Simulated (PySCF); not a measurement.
Vertical excitations of a molecule C₄H₄OSe from TDA-B3LYP/def2-SVPD (PySCF 2.14.0), as energy in eV (oscillator strength): 4.85 (0.009), 5.23 (0.003), 5.47 (0.017), 5.59 (0.024), 6.00 (0.013), 6.25 (0.036), 6.39 (0.162), 6.59 (0.005), 6.65 (0.025), 6.76 (0.048). Lowest triplet (TDA): 3.88 eV. Geometry optimised at PBE-D3(BJ)/def2-SVP. One conformer was computed; it need not be the lowest.

**Question.** Which molecule gave these data?
A. [SeH]c1ccoc1
B. O=C1CC=C[Se]1
C. C#C[C@@H]1OC[Se]1
D. C=C1OC=C[Se]1

**Answer.** A, [SeH]c1ccoc1
